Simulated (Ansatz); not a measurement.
One change: `B[N](C)[GeH3]` becomes `B[N]([GeH3])CF`.

Ansatz, PBE0-D4/def2-TZVP geometries, multiplicity 1. Each molecule was computed in one conformer, which needn't be the lowest.

Scalar relativity is left out up to krypton.

| property | `B[N](C)[GeH3]` |
| --- | --- |
| LUMO energy (PBE0/def2-TZVPP) / eV | 0.07 |
| size of the dipole moment (B3LYP/def2-TZVPP) / D | 1.71 |
| HOMO energy (B3LYP/def2-TZVPP) / eV | -7.58 |
| LUMO energy (ωB97M-V/def2-TZVPP) / eV | 1.84 |
| HOMO–LUMO gap (B3LYP/def2-TZVPP) / eV | 7.41 |
| HOMO–LUMO gap (PBE/def2-TZVPP) / eV | 5.70 |

Question: What does the change do to each property? (Estimate.)

Answer: Ansatz gave: 
```json
{"property": "LUMO energy (PBE0/def2-TZVPP) / eV", "`B[N]([GeH3])CF`": "-0.37", "shift": "-0.44"}
{"property": "size of the dipole moment (B3LYP/def2-TZVPP) / D", "`B[N]([GeH3])CF`": "1.57", "shift": "-0.14"}
{"property": "HOMO energy (B3LYP/def2-TZVPP) / eV", "`B[N]([GeH3])CF`": "-8.24", "shift": "-0.66"}
{"property": "LUMO energy (ωB97M-V/def2-TZVPP) / eV", "`B[N]([GeH3])CF`": "1.45", "shift": "-0.39"}
{"property": "HOMO–LUMO gap (B3LYP/def2-TZVPP) / eV", "`B[N]([GeH3])CF`": "7.64", "shift": "0.23"}
{"property": "HOMO–LUMO gap (PBE/def2-TZVPP) / eV", "`B[N]([GeH3])CF`": "5.86", "shift": "0.16"}
```

With PBE0 the HOMO falls by 0.66 eV and the LUMO falls by 0.44 eV, so the gap widens by about 0.22 eV. PBE moves the HOMO by -0.60 eV and ωB97M-V by -0.66 eV. Dipoles are sizes alone; their direction can turn.

B3LYP here is the variant with VWN-RPA as its local correlation; programs differ in this.
